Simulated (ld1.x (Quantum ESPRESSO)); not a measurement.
**neodymium: what ld1.x (Quantum ESPRESSO) 7.5 does with a changed input**

Command:

```bash
ld1.x < Nd.in > Nd.out
```

Input:

```
&input
   title='Nd', zed=60., rel=1, dft='PBE', iswitch=3,
   config='[Xe] 4f3 5d0 6s0 6p0',
   nld=3, rlderiv=2.50, eminld=-7.0, emaxld=5.0, deld=0.02
 /
 &inputp
   pseudotype=1, tm=.true., lloc=1,
   nlcc=.true., rcore=4.00,
   file_pseudopw='Nd.pp', file_wfcaegen='ae.wfc', file_wfcncgen='nc.wfc'
 /
3
5S  1  0   2.00   0.00  1.95  1.95  0.0
5D  3  2   0.00   0.00  2.30  2.30  0.0
5P  2  1   6.00   0.00  1.50  1.50  0.0
 &test
   configts(1)='5s2 5p6 5d0 6s0 6p0'
 /
```

This is an input that runs to its end, with one change: rcore set to 4.00 bohr.

**Question.** How does the run end?

**Answer.** The program runs through. The occupied levels of the test differ from the all-electron ones by at most 0.00001 Ry (unchanged input: 0.00001 Ry).

```
     n l     nl             e AE (Ry)        e PS (Ry)    De AE-PS (Ry)
     1 0     5S   1( 2.00)       -4.95712       -4.95712        0.00000
     2 1     5P   1( 6.00)       -3.53154       -3.53155        0.00001
     3 2     5D   1( 0.00)       -1.77290       -1.77290        0.00000
     2 0     6S   1( 0.00)       -1.56798       -1.62334        0.05535  !
     3 1     6P   1( 0.00)       -1.21126       -1.21522        0.00396

     eps = 2.2E-16  iter =  9

     Etot =  -19245.107187 Ry,   -9622.553593 Ha, -261843.022501 eV
     Etotps =   -64.887341 Ry,     -32.443671 Ha,    -882.837254 eV

     Ekin =      15.252909 Ry,       7.626454 Ha,     207.526398 eV
     Encl =    -108.227045 Ry,     -54.113522 Ha,   -1472.503957 eV
     Ehrt =      35.960339 Ry,      17.980169 Ha,     489.265333 eV
     Ecxc =      -7.415912 Ry,      -3.707956 Ha,    -100.898628 eV
     (Ecc =      -0.001737 Ry,      -0.000869 Ha,      -0.023636 eV)
     Epseu=      -0.457632 Ry,      -0.228816 Ha,      -6.226401 eV

     ---------------------- End of pseudopotential test ----------------------
```
